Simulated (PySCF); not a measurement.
PySCF input file for H2Mo, SMILES [MoH2] (connectivity only; charge and spin as stated), neutral, multiplicity 5, PBE-D3(BJ)/def2-TZVPD. Geometry optimised at PBE-D3(BJ)/def2-TZVPD. The multiplicity is an assumed one; other spin states were not compared. The def2 effective core potentials stand for the cores of Mo; spin–orbit coupling is left out.

```python
import numpy as np
from pyscf import gto, scf, dft, df
from pyscf.hessian import thermo

mol = gto.M(
    atom='''
    Mo    0.00000000    0.00000000   -0.04545658
    H     0.00000000    1.38405070    0.95458816
    H     0.00000000   -1.38405071    0.95458815
    ''',
    basis='def2-TZVPD',
    ecp={'Mo': 'def2-tzvp'},
    charge=0,
    spin=4,
    max_memory=1600,
    verbose=3,
)
mf = dft.UKS(mol, xc='pbe').density_fit(auxbasis='def2-universal-jkfit')
mf.disp = 'd3bj'
mf.grids.level = 3
mf.conv_tol = 1e-11
mf.max_cycle = 100
mf.kernel()
fine, coarse = mf.grids, dft.Grids(mol).set(level=1).build(with_non0tab=True)
for _ in range(3):  # follow internal instabilities
    mf.grids = coarse
    mo, _, stable, _ = mf.stability(return_status=True, nroots=4)
    mf.grids = fine
    if stable:
        break
    mf.kernel(mf.make_rdm1(mo, mf.mo_occ))

# analytic Hessian; the response equations are solved on a coarser grid
h, args, fine = mf.Hessian(), (mf.mo_energy, mf.mo_coeff, mf.mo_occ), mf.grids
h.max_memory = max(150, 2.5e-5 * df.make_auxmol(mol, mf.with_df.auxbasis).nao * mol.nelec[0] * (mol.nelec[0] + mol.nao))  # MB; small integral blocks
h1ao = h.make_h1(mf.mo_coeff, mf.mo_occ)
mf.grids = dft.Grids(mol).set(level=1).build(with_non0tab=True)
mo1, mo_e1 = h.solve_mo1(*args, h1ao)
mf.grids = fine
hess = h.hess_elec(*args, mo1, mo_e1, h1ao) + h.hess_nuc()
if mf.do_disp():
    hess += h.get_dispersion()
for i in range(mol.natm):  # the analytic DFT Hessian lacks the response of the grid: restore translational invariance
    hess[i, i] -= hess[i].sum(axis=0)
hess = (hess + hess.transpose(1, 0, 3, 2)) / 2
vib = thermo.harmonic_analysis(mol, hess, imaginary_freq=False)
thermo.dump_normal_mode(mol, vib)
th = thermo.thermo(mf, vib['freq_au'][vib['freq_au'] > 0], 298.15, 101325)
thermo.dump_thermo(mol, th)
g0 = mf.nuc_grad_method().set(verbose=0).kernel()

# dipole derivatives [dipole axis, atom, xyz] from the same response
r, irp = mol.intor('int1e_r'), mol.intor('int1e_irp').reshape(3, 3, mol.nao, mol.nao)
sl, dm0, ok = mol.aoslice_by_atom(), np.array(mf.make_rdm1()), []
dmu = np.einsum('a,xt->xat', mol.atom_charges(), np.eye(3))
for a, (_, _, p0, p1) in enumerate(sl):
    dmu[:, a] += 2 * np.einsum('xtij,ij->xt', irp[:, :, :, p0:p1], dm0.reshape(-1, mol.nao, mol.nao).sum(0)[:, p0:p1])
    for u, c, occ, f in zip(mo1, mf.mo_coeff, mf.mo_occ, (2, 2)):
        dmu[:, a] -= f * np.einsum('tui,xuv,vi->xt', u[a], r, c[:, occ > 0], optimize=True)
L = vib['norm_mode']
ir = 974.8801 * (np.einsum('xat,kat->kx', dmu, L) ** 2).sum(1)       # km/mol
apt = np.einsum('xax->a', dmu) / 3
print('mode   freq/cm-1   IR/(km/mol)')
for k, w in enumerate(vib['freq_wavenumber']):
    print(f'{k + 1:4d} {w:11.2f} {ir[k]:13.3f}')
print('max |gradient| / (hartree/bohr):', abs(g0).max())
print('APT charges:', apt.round(4))
```

Output:

```

WARN: HOMO -0.406348455960876 >= LUMO -0.434770160249307


WARN: HOMO -0.0114819714323713 >= LUMO -0.0201054590551912

converged SCF energy = -69.3124244082895  <S^2> = 6.0355677  2S+1 = 5.0142069
<class 'pyscf.df.df_jk.DFUKS'> wavefunction is stable in the internal stability analysis

WARN: DFTD3 does not support analytical Hessian, using finite difference


WARN: Mole.unit (angstrom) is changed to Bohr

Mode                                 0                   1                   2
Irrep
Freq [cm^-1]                      562.0634           1809.7923           1822.7057
Reduced mass [au]                   1.0212              1.0218              1.0155
Force const [Dyne/A]                0.1901              1.9718              1.9878
Char temp [K]                     808.6841           2603.8882           2622.4677
Normal mode                   x     y     z       x     y     z       x     y     z
       0  Mo                 0.00  0.00 -0.01    0.00 -0.01 -0.00    0.00  0.00 -0.01
       1   H                 0.00 -0.43  0.56    0.00  0.57  0.41    0.00  0.56  0.42
       2   H                -0.00  0.43  0.56   -0.00  0.57 -0.41   -0.00 -0.56  0.42
temperature 298.1500 [K]
pressure 101325.00 [Pa]
Rotational constants [GHz] 255.92824 130.86475 86.58891
Symmetry number 2
Zero-point energy (ZPE) 0.00956 [Eh]   25089.049 [J/mol]
                           tot       elec      trans        rot        vib
Entropy [J/mol/K]       240.044     13.382    165.924     58.538      2.200
Cv [J/mol/K]             29.801      0.000     12.472     12.472      4.858
Cp [J/mol/K]             38.116      0.000     20.786     12.472      4.858
Internal energy [J/mol]                      3718.434   3718.434  25573.906
Internal energy [Eh]   -69.29985  -69.31242
Enthalpy [J/mol]                             6197.391   3718.434  25573.906
Enthalpy [Eh]          -69.29891
Gibbs free energy [J/mol]                  -43272.786 -13734.815  24918.002
Gibbs free energy [Eh] -69.32617
mode   freq/cm-1   IR/(km/mol)
   1      562.06        97.547
   2     1809.79       230.145
   3     1822.71        77.478
max |gradient| / (hartree/bohr): 5.338803356765308e-06
APT charges: [ 0.6198 -0.3099 -0.3099]
```

The run converged.

Cost: around 27 core-seconds (rough).
